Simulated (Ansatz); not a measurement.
Cost and result for the atomization energy of C$_{2}$H$_{8}$BNO, SMILES `CN(C)BO` (13 atoms, 12 bonds).

Z-matrix (Å, degrees):
```
C
N 1 1.442
H 1 1.097 2 111.0
H 1 1.097 2 111.0 3 119.6
H 1 1.089 2 110.0 3 -120.2
C 2 1.439 1 114.4 3 -59.7
B 2 1.398 1 123.0 3 120.3
H 6 1.090 2 110.0 1 -180.0
H 6 1.097 2 111.3 1 -59.9
H 6 1.097 2 111.3 1 59.9
O 7 1.375 2 119.5 1 -0.0
H 7 1.202 2 119.4 1 180.0
H 11 0.957 7 112.1 2 -180.0
```

The species carries charge 0 and has multiplicity 1. The geometry is a stationary point of PBE0-D4/def2-TZVP. It is one conformer, not always the lowest. Program: Ansatz. All runs use 4 threads of an Arm Neoverse V2 on a shared host. Times are those of one run each, without the atoms' runs, and a repeat can differ threefold. Electronic energies, without spin–orbit coupling; frozen cores. CCSD(T)/CBS adds CCSD(T) − MP2 in def2-TZVPP to the MP2 limit, and its time is that of the two runs behind it. T1 = 0.012. HSE06 is the plane-wave form, built on full-range PBE exchange.

CCSD(T)/CBS is a level of theory with its own doubt, some kJ/mol a heavy atom from the limit and from the frozen cores, so smaller differences don't rank the functionals.

```tsv
level	functions	wall time
revPBE-D4/def2-TZVPP	267	1.9 s
HSE06-D4/def2-TZVPP	267	2.5 s
BHLYP-D4/def2-TZVPP	267	2.5 s
r2SCAN-D4/def2-TZVPP (with forces)	267	4.2 s
r2SCANh-D4/def2-TZVPP	267	4.4 s
B2PLYP/def2-TZVPP	267	4.8 s
PBE-QIDH/def2-TZVPP	267	5.5 s
CCSD(T)/def2-SVP	110	6 s
ωB97X-V/def2-TZVPP	267	7 s
ωB97M-V/def2-TZVPP (with forces)	267	10 s
MP2/def2-QZVPP	525	24 s
CCSD(T)/def2-TZVPP	267	3.1 min
CCSD(T)/CBS(def2)	–	3.5 min
```

What atomization energy does each give, and how far from CCSD(T)/CBS? (Estimate.)

Computed: 
```tsv
level	atomization (kJ/mol)	difference from CCSD(T)/CBS	per bond
revPBE-D4/def2-TZVPP	5099.8	-12.7	-1.1
HSE06-D4/def2-TZVPP	5141.3	28.8	2.4
BHLYP-D4/def2-TZVPP	4994.6	-117.9	-9.8
r2SCAN-D4/def2-TZVPP (with forces)	5126.9	14.4	1.2
r2SCANh-D4/def2-TZVPP	5098.6	-13.9	-1.2
B2PLYP/def2-TZVPP	5082.6	-29.9	-2.5
PBE-QIDH/def2-TZVPP	5091.1	-21.4	-1.8
CCSD(T)/def2-SVP	4887.2	-225.3	-18.8
ωB97X-V/def2-TZVPP	5128.1	15.6	1.3
ωB97M-V/def2-TZVPP (with forces)	5141.5	29.0	2.4
MP2/def2-QZVPP	5138.0	25.5	2.1
CCSD(T)/def2-TZVPP	4989.6	-122.9	-10.2
CCSD(T)/CBS(def2)	5112.5	0.0	0.0
```

At CCSD(T), def2-SVP lies −225.3 kJ/mol from the extrapolated value and def2-TZVPP −122.9 kJ/mol: correlation converges slowly with the basis, and small sets miss more of it in the bonded molecule than in its fragments. From r2SCAN to r2SCAN0 (25 % exact exchange), in def2-TZVPP and without D4, the atomization energy moves by −69.5 kJ/mol: exact exchange takes away binding that semilocal exchange gives to molecules. In def2-TZVPP, CCSD(T) changes the Hartree–Fock value by +1221.5 kJ/mol (the triples alone add +66.9 kJ/mol) and MP2 by +1297.2 kJ/mol; breaking electron pairs costs correlation energy, which Hartree–Fock lacks.
